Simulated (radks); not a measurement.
Effect of the nuclear size on the rhenium ion Re+, [Xe] 4f14 5d5 6s1. Method: Dirac Kohn-Sham, exchange-only LDA, spin-unpolarised, spherical densities, finite nucleus; open shells are shared between the two j in proportion to 2j + 1; Fermi nuclear charge, rms radius 5.3698 fm; computed with a radial shooting solver on a logarithmic mesh with Libxc functionals. The rms radius is varied about that value; shifts are against it.

\begin{tabular}{lrrrrrrrrr}
rms radius (fm) & total energy shift (eV) & density at nucleus (e/bohr^3) & 1s1/2 shift (meV) & 2s1/2 shift (meV) & 5p1/2 shift (meV) & 6s1/2 shift (meV) & 5d5/2 shift (meV) & 6p1/2 (empty) shift (meV) & 7s1/2 (empty) shift (meV) \\ \hline
4.5912 & -17.5 & 1.629e+06 & -7100 & -1010 & 0.251 & -0.976 & 0.348 & 0.105 & -0.124 \\
5.0745 & -6.86 & 1.572e+06 & -2780 & -395 & 0.098 & -0.382 & 0.136 & 0.041 & -0.049 \\
5.3698 & 0 & 1.54e+06 & 0.000 & 0.000 & 0.000 & 0.000 & 0.000 & 0.000 & 0.000 \\
5.7135 & 8.30 & 1.507e+06 & 3360 & 478 & -0.118 & 0.462 & -0.165 & -0.050 & 0.059 \\
6.4545 & 27.3 & 1.442e+06 & 11100 & 1570 & -0.388 & 1.52 & -0.542 & -0.163 & 0.193 \\
\end{tabular}

Slopes of the eigenvalues against <r^2> in GHz/fm^2, as finite differences over the two radii next to the reference (eigenvalue slopes, not the field-shift constants of lines): 1s1/2 215000, 2s1/2 30600, 5p1/2 -7.59, 6s1/2 29.6, 5d5/2 -10.6, 6p1/2 (empty) -3.18, 7s1/2 (empty) 3.76.
